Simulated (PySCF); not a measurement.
# V- (vanadium, charge -1) across methods

[Ar] 3d4 4s2, high-spin 5D determinant. All numbers are calculated (PySCF 2.14, the spin-free X2C one-electron Hamiltonian (Gaussian nucleus), in aug-cc-pwCVTZ-DK with one added diffuse shell each of s, p, d, f, g type (11s10p8d5f4g, 152 functions)).

```tsv
method	E (hartree)	mean ε 4s α (eV)	mean ε 3d α (eV)	mean ε 4s β (eV)	Σ⟨r²⟩ (bohr²)	⟨S²⟩
LDA	-946.997	-2.644	-1.414	0.635	314.8	6.995
PBE	-948.972	-2.513	-1.325	0.599	323.6	6.991
PBE0	-949.007	-0.274	0.260	0.643	93.52	6.112
UHF	-948.12388	-3.138	-5.836	0.118	211.6	6.760
r2SCAN	-949.180	-0.237	1.110	0.823	101.3	6.219
```

⟨S²⟩ = 6.99 against 6.00 shows spin contamination. At LDA the highest occupied level has a positive energy, so only the finite basis holds that electron; in a semilocal or global hybrid functional this comes from self-interaction and does not mean that the real anion is unbound.

The highest occupied level is positive at LDA, PBE, PBE0, UHF, r2SCAN: only the finite basis holds that electron, at UHF too, so the state is unbound at these levels.
